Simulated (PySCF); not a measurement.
## Core-level binding energies of `BC#CC`

Compound: C3H5B.
Structure used (PBE0-D3(BJ)/def2-SVP), in Å, numbered top down from 1:
```xyz
9
C3H5B angstrom
B      2.346   -0.074    0.076
C      0.846   -0.059    0.020
C     -0.377   -0.049   -0.027
C     -1.824   -0.033   -0.077
H      2.977   -0.786   -0.670
H      2.935    0.626    0.866
H     -2.240   -0.422    0.866
H     -2.197    0.997   -0.196
H     -2.217   -0.644   -0.904
```

Computed with delta-SCF UKS SCAN, pcX-2 on the ionised atom, pcseg-1 elsewhere, spin-free X2C (PySCF 2.14.0). These are vertical core ionisation energies against the vacuum level, from separate self-consistent calculations with and without the core hole.

Question: List the computed XPS lines with their assignment.

Answer: 
| atom(s) | environment | level | binding energy (eV) | above the level's lowest (eV) | count |
| --- | --- | --- | --- | --- | --- |
| C2 | alkyne carbon | C 1s | 289.98 | 0.00 | 1 |
| C3 | alkyne carbon | C 1s | 290.81 | +0.83 | 1 |
| C4 | propargylic carbon | C 1s | 291.94 | +1.96 | 1 |

The listed C 1s values span 1.96 eV, from C2 (bonded to C (triple bond) and B) to C4 (bonded to C and 3 H).

Question: What is the longest wavelength that can ionise C 1s of C4 vertically?

Answer: λ = hc/E = 12398.42 eV Å / 291.94 eV = 42.469 Å.

Not every level is listed. Spin contamination (⟨S²⟩ against 0.75 for a pure doublet) is marked for C 1s of C3 (0.88), which makes this value less certain. No level of boron is listed. Geometry: PBE0-D3(BJ)/def2-SVP; no solvent, vibrations or thermal averaging.
